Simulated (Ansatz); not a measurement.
C2H6GaSb, SMILES `[CH3][Sb]1[CH2][GaH]1`, relaxed with RKS PBE0-D4/def2-TZVP in Ansatz from a GFN2-xTB geometry. The force threshold is 0.005 eV/Å; the program also tests the step.

Charge 0, multiplicity 1. Sb: def2 effective core potential.

Start:

```xyz
10

C     0.831   -0.045    1.571
Sb    0.746    1.395   -0.076
C    -0.010   -0.210   -1.569
Ga   -1.653    0.566   -0.643
H     1.854   -0.362    1.745
H     0.226   -0.908    1.310
H     0.446    0.410    2.477
H     0.517   -1.139   -1.354
H     0.271    0.138   -2.566
H    -3.227    0.154   -0.895
```

Problem. By how much does the energy fall, and how many steps does the optimiser take? (Best estimate.)

Solution. The calculation gave: 20.39 kJ/mol, in 16 steps, 4 of them rejected.

Problem. Which bonds change most? (An estimate is asked.)

Solution. Ansatz gave: Ga4–H10 from 1.647 to 1.552 Å; C3–Ga4 from 2.039 to 1.946 Å; Sb2–C3 from 2.318 to 2.255 Å; Sb2–Ga4 from 2.600 to 2.564 Å.

Problem. Give the relaxed structure. (An estimate is asked.)

Solution. Computed: 
```xyz
10

C     0.763   -0.039    1.568
Sb    0.671    1.407   -0.067
C     0.083   -0.161   -1.577
Ga   -1.589    0.427   -0.776
H     1.784   -0.420    1.622
H     0.085   -0.880    1.422
H     0.515    0.461    2.504
H     0.512   -1.145   -1.399
H     0.294    0.185   -2.588
H    -3.117    0.165   -0.708
```
